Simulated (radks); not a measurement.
Charge is removed step by step from the 5s level of Lu+, starting from [Xe] 4f14 6s2. Calculated with a radial shooting solver on a logarithmic mesh with Libxc functionals: non-relativistic Kohn-Sham, PBE, spin-unpolarised, spherical densities, point nucleus; relativity is left out, which matters for an element this heavy.

removed (e) = 0: E - E(0) (eV) 0.000; eigenvalue (eV) -60.109; E minus straight line (eV) 0.000
removed (e) = 0.125: E - E(0) (eV) 7.621; eigenvalue (eV) -61.823; E minus straight line (eV) -0.769
removed (e) = 0.25: E - E(0) (eV) 15.456; eigenvalue (eV) -63.555; E minus straight line (eV) -1.323
removed (e) = 0.375: E - E(0) (eV) 23.510; eigenvalue (eV) -65.305; E minus straight line (eV) -1.659
removed (e) = 0.5: E - E(0) (eV) 31.784; eigenvalue (eV) -67.073; E minus straight line (eV) -1.775
removed (e) = 0.625: E - E(0) (eV) 40.279; eigenvalue (eV) -68.857; E minus straight line (eV) -1.669
removed (e) = 0.75: E - E(0) (eV) 48.998; eigenvalue (eV) -70.656; E minus straight line (eV) -1.339
removed (e) = 0.875: E - E(0) (eV) 57.944; eigenvalue (eV) -72.471; E minus straight line (eV) -0.783
removed (e) = 1: E - E(0) (eV) 67.117; eigenvalue (eV) -74.300; E minus straight line (eV) 0.000

Removing the whole electron costs 67.117 eV by Delta-SCF, against 60.109 eV from minus the eigenvalue at the starting occupation. Slater's transition state (half an electron removed) gives 67.073 eV. Integrating minus the eigenvalue over the occupation (Janak's theorem) gives 67.117 eV. The mean slope of the eigenvalue, de/dn, is 14.2 eV per electron.
